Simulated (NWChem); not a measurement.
Molecule: SiAsH2F3; SMILES F[Si](F)(F)[AsH2]

```xyz
7

F     -1.3048     1.4253     0.7540
Si    -0.0005     0.8696     0.0156
F      1.2714     1.4262     0.8081
F      0.0298     1.5370    -1.4371
As     0.0002    -1.4814     0.0238
H      1.1249    -1.5193    -1.0170
H     -1.0794    -1.5201    -1.0636
```
Atoms are numbered in this order, from 1.

Level: B3LYP/6-31G* (spherical d) (NWChem), optimised geometry, unscaled harmonic frequencies. 

Question: List the harmonic frequencies with IR intensities, and the thermochemistry.

Answer: 
```
frequency (cm⁻¹)  IR intensity (km/mol)
----------------  ---------------------
88                                  1.4
147                                 2.5
152                                 1.3
238                                16.5
306                                15.6
306                                15.7
468                                88.8
624                                 9.7
670                                 6.5
853                               207.6
980                                79.6
990                               134.9
1005                               65.7
2186                               78.6
2202                               93.9
```

| Item | Result |
|---|---|
| zero-point energy | 16.0 kcal/mol |
| thermal correction to the enthalpy at 298.15 K (with zero-point energy) | 21.0 kcal/mol |
| heat capacity Cv | 21.8 cal/(mol K) |
| entropy at 298.15 K and 1 atm (symmetry number 1) | 84.9 cal/(mol K) |
| dipole moment | 1.87 D |

Rigid rotor and harmonic oscillator; modes under 100 cm⁻¹ make the entropy uncertain.
